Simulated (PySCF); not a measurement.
BrClFHOSi, SMILES F[Si](Cl)(O)Br. Coordinates come from a B3LYP-D3(BJ)/def2-SVP optimisation. The structure was generated by enumeration, and PubChem lists no compound with its InChIKey, so it may never have been made. One conformer was computed; it need not be the lowest.

Computed with B3LYP-D3(BJ)/def2-SVP in PySCF 2.14.0.

Harmonic wavenumbers (cm⁻¹): 127, 155, 222, 255, 262, 300, 442, 593, 786, 896, 988, 3868. Rotational constants (GHz): 2.730, 1.233, 1.087; symmetry number 1.

**Question.** Work out the zero-point energy and the ideal-gas rigid-rotor harmonic-oscillator thermochemistry at 298.15 K and 1 atm.

**Answer.** ZPE = ½ Σ hcν = ½ × 8895 cm⁻¹ = 12.72 kcal/mol. H − E(el) = 17.49 kcal/mol. Entropy in cal/(mol K): translation 41.46, rotation 28.86, vibration 14.03, total 84.36. G − E(el) = -7.67 kcal/mol. Cp = 22.74 cal/(mol K). Modes under 150 cm⁻¹ make the vibrational entropy uncertain.
